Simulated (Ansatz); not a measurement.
CH4ClGa (SMILES [CH3][GaH][Cl]): the energy to break a bond

CH4ClGa: 7 atoms, total charge 0, spin state singlet. SMILES: `[CH3][GaH][Cl]`. Geometry: optimised at B3LYP/def2-SVP.

```xyz
7

C    -0.7367    0.5934   -0.2023
Ga    0.8508   -0.5437    0.0400
Cl    0.8823   -1.8182    1.8103
H    -0.4337    1.6497   -0.2880
H    -1.4370    0.4847    0.6380
H    -1.2515    0.3186   -1.1377
H     2.1256   -0.6844   -0.8602
```

Wanted: the dissociation energy of the Ga2–C1 bond into doublet GaHCl and doublet CH3 (shapes relaxed at B3LYP/def2-SVP, no zero-point term). 1 Eh = 2625.50 kJ/mol = 27.2114 eV. Totals in Eh; open shells run unrestricted unless said.

| level | program | CH4ClGa | doublet GaHCl | doublet CH3 |
| --- | --- | --- | --- | --- |
| HF/def2-TZVP | Ansatz | -2423.031737 | -2383.370394 | -39.577046 |
| PBE/def2-TZVP | Ansatz | -2425.105962 | -2385.196988 | -39.788061 |
| MP2/def2-TZVP, 15 core orbitals frozen | Ansatz | -2423.613192 | -2383.753679 | -39.727206 |

Q: Work out the dissociation energy at each level.

A: 
1. HF/def2-TZVP: (-2383.370394) + (-39.577046) − (-2423.031737) = 0.084297 Eh = 221.3 kJ/mol = 2.29 eV.
2. PBE/def2-TZVP: (-2385.196988) + (-39.788061) − (-2425.105962) = 0.120913 Eh = 317.5 kJ/mol = 3.29 eV.
3. MP2/def2-TZVP: (-2383.753679) + (-39.727206) − (-2423.613192) = 0.132307 Eh = 347.4 kJ/mol = 3.60 eV.

The levels span 221 to 347 kJ/mol; no measured value is set beside them. Hartree–Fock lacks the correlation of the electrons that are unpaired, so it comes out low. A bond enthalpy at 298 K also holds the loss of zero-point energy and thermal terms.
